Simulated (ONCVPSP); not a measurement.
## Configuration tests for lanthanum (ONCV)

La, optimised norm-conserving Vanderbilt (ONCV), made with ONCVPSP 4.0.1 (PBE, scalar-relativistic). Core [Kr] 4d10, reference 5s2 5p6 5d1 (charge +2). Waves: 5s: rc 2.25 bohr, ncon 5, nbas 9, qcut 4.5 1/bohr, 3 projectors, debl 0.7 Ha; 5p: rc 2.90 bohr, ncon 4, nbas 8, qcut 5.8 1/bohr, 2 projectors, debl 1.2 Ha; 5d: rc 4.00 bohr, ncon 3, nbas 7, qcut 4.1 1/bohr, 2 projectors, debl 2.6 Ha; f scattering state at 0.16 Ha: rc 4.20 bohr, ncon 3, nbas 6, qcut 2.8 1/bohr, 2 projectors, debl 2.9 Ha. Local part: polynomial inside 1.65 bohr (lpopt 2, dvloc0 3 Ha). Core correction: none.

In the s channel the program set the typed energies aside and used -1.893, 0.250, 0.950 Ha. In the p channel the program set the typed energies aside and used -1.283, 0.050 Ha. In the f channel the program set the typed energies aside and used -0.624, 0.050 Ha.

Energies are relative to the spin-unpolarised reference configuration 5s2 5p6 5d1; without spin polarisation the order of configurations can differ from experiment.

| valence configuration | charge | ΔE all-electron (eV) | error AE − PS (meV) |
| --- | --- | --- | --- |
| 5s2 5p6 5d1 6s2 | 0 | -16.854 | -3.9 |
| 5s2 5p6 5d1 6s1 | +1 | -10.888 | -1.0 |
| 5s2 5p6 5d0 | +3 | 18.949 | +43 |

What are ΔE and the potential's error for 4f1 5s2 5p6 5d0 6s1?

ΔE = -10.623 eV all-electron; the error (AE − PS) is +2297 meV.

These tests converged, but a pseudo level misses the all-electron one widely, so the file describes the atom poorly there or has found another state: 4f1 5s2 5p6 5d0 6s1: 4f by 4.9 eV.
